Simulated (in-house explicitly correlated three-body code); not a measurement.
Computed with an exponentially correlated three-body code. Model: two electrons around a point charge, non-relativistic, variational in 260 exponentially correlated functions (energies converged to about 1e-7 hartree, or 1e-8 relative for large Z).

Command:
```bash
python run_hyl.py task.json out
```
Settings (lengths in bohr, energies in hartree):
```
Z                      1
nuclear_mass           0.3
interaction_strength   1
functions              260
states_tried           1
```

Time taken, with all properties: 2.7 s on 1 thread of Intel(R) Xeon(R) Platinum 8259CL CPU @ 2.50GHz (Skylake/Cascade Lake), with other jobs on the host.

**Ground state only, binding against the one-electron ion.**

Given: nuclear charge 1; mass of the centre 0.3 electron masses.

Computed: one-electron threshold -0.115384615 hartree.

```json
{"term": "1 1S", "energy (hartree)": "-0.123479245", "binding (eV)": "0.22027"}
```

**Converged states only, values per electron or pair.**

```csv
term,mean r (bohr),mean r squared (bohr²),mean inverse r (1/bohr),mean r12 (bohr),mean inverse r12 (1/bohr),mean cosine,mean p1 dot p2 (bohr⁻²),delta r1 (bohr⁻³),delta r12 (bohr⁻³)
1 1S,10.436,158.96,0.16397,15.269,0.080981,0.097225,-0.0040415,0.0021232,6.008e-06
```
